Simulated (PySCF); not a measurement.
## Field gradients at the hydrogen positions

Species: C2H8S3Si2.
SMILES with atom numbers: `[SiH3:1][S:2][C@@H:3]1[CH2:4][S:5][SiH2:6][S:7]1` (hydrogens: H8, H9, H10 on Si1; H11 on C3; H12, H13 on C4; H14, H15 on Si6)

Geometry (PBE0-D3(BJ)/def2-SVP, Å), atoms numbered from 1 in this order:
```xyz
15
C2H8S3Si2 angstrom
Si    -3.056   -0.024    0.369
S     -2.320   -0.219   -1.653
C     -0.516   -0.025   -1.440
C      0.128   -1.295   -0.914
S      1.940   -1.110   -0.757
Si     1.833    0.796    0.221
S     -0.148    1.421   -0.362
H     -2.266   -0.851    1.328
H     -3.118    1.387    0.842
H     -4.439   -0.571    0.254
H     -0.138    0.196   -2.450
H     -0.039   -2.115   -1.629
H     -0.313   -1.585    0.051
H      1.921    0.754    1.710
H      2.921    1.674   -0.295
```

Level: PBE0/pcSseg-1 (PySCF, non-relativistic); Q(2H) = 0.00286 b; rigid geometry, the same for H and D, with no vibrational averaging.

Q: Give the electric field gradient Vzz (the principal value of largest size), its asymmetry and the 2H coupling at each hydrogen.

A: 
| atom | bonded to | bond length (Å) | Vzz (au) | η | χzz (kHz) |
| --- | --- | --- | --- | --- | --- |
| H8 | Si1 | 1.492 | 0.1412 | 0.05 | 95 |
| H9 | Si1 | 1.489 | 0.1421 | 0.03 | 96 |
| H10 | Si1 | 1.492 | 0.1396 | 0.04 | 94 |
| H11 | C3 | 1.100 | 0.2792 | 0.01 | 188 |
| H12 | C4 | 1.100 | 0.2846 | 0.04 | 191 |
| H13 | C4 | 1.100 | 0.2826 | 0.04 | 190 |
| H14 | Si6 | 1.492 | 0.1379 | 0.02 | 93 |
| H15 | Si6 | 1.490 | 0.1391 | 0.03 | 93 |

Q: Average by the element that carries the hydrogen.

A: on Si: 94 kHz over 5 positions, mean bond length 1.491 Å; on C: 190 kHz over 3 positions, mean bond length 1.100 Å.

Q: A static deuteron (I = 1) shows a doublet split by (3/2)χ, (3/4)χ(1 + η) and (3/4)χ(1 − η) with the field along z, y and x of the gradient. What are these for H9?

A: With |χ| = 95.5 kHz and η = 0.033: 143, 74 and 69 kHz, to first order and without motion.

The structure is a single PBE0-D3(BJ)/def2-SVP conformer in the gas phase; no vibrational or solvent corrections. The small basis limits the accuracy of the gradients.
